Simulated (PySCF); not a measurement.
Spin-rotation constants: `InChI=1S/C8H7NO/c1-2-6-4-3-5-7(9)8(6)10/h1,3-5,10H,9H2`

Cartesian coordinates in Å; atom numbers follow the order of the lines, from 1:
```xyz
17

C     3.422   -1.251   -0.184
C     2.367   -0.681   -0.127
C     1.127   -0.003   -0.066
C     1.082    1.392   -0.068
C    -0.132    2.047   -0.039
C    -1.311    1.323    0.029
C    -1.290   -0.064    0.058
N    -2.471   -0.828    0.091
C    -0.062   -0.735   -0.021
O    -0.011   -2.099   -0.047
H     4.342   -1.753   -0.231
H     2.008    1.945   -0.106
H    -0.167    3.126   -0.059
H    -2.263    1.835    0.065
H    -2.466   -1.557    0.795
H    -3.297   -0.254    0.185
H    -0.886   -2.432   -0.283
```

Method used: GIAO BHandHLYP/pcSseg-1 magnetisability, rotational g tensor and spin-rotation constants, non-relativistic, gas phase in PySCF 2.14.0. Geometry: GFN2-xTB.

Question: Give the nuclear spin-rotation constants along the inertial axes (H = +C I·J) beside the isotropic shieldings.

Answer: Rotational constants 2.2837, 1.2119, 0.7933 GHz. A star marks the isotopologue with that one atom substituted, in its own axes.
```tsv
atom	isotope	Caa (kHz)	Cbb (kHz)	Ccc (kHz)	mean (kHz)	σ (ppm)
N8	14N	0.115	0.064	0.041	0.073	208.3
H11	1H	0.065	-0.127	-0.090	-0.051	28.9
H12	1H	0.012	0.007	-0.082	-0.021	24.5
H13	1H	-0.206	0.113	-0.081	-0.058	24.9
H14	1H	0.208	-0.106	-0.085	0.006	24.9
H15	1H	-0.268	-0.041	-0.047	-0.119	29.4
H16	1H	0.055	-0.120	-0.097	-0.054	28.7
H17	1H	-0.092	-0.056	-0.083	-0.077	27.5
C1	13C*	0.306	0.354	0.262	0.307	94.6
C2	13C*	-0.007	0.417	0.297	0.236	104.9
C3	13C*	0.987	0.405	0.092	0.494	69.1
C4	13C*	0.953	0.513	0.098	0.521	50.6
C5	13C*	0.780	0.581	0.082	0.481	58.8
C6	13C*	1.023	0.406	0.104	0.511	61.6
C7	13C*	0.983	0.504	0.111	0.532	45.7
C9	13C*	0.928	0.589	0.141	0.553	27.3
O10	17O*	-0.380	-0.198	-0.055	-0.211	233.7
```
For the geometry as given, no vibrational averaging.
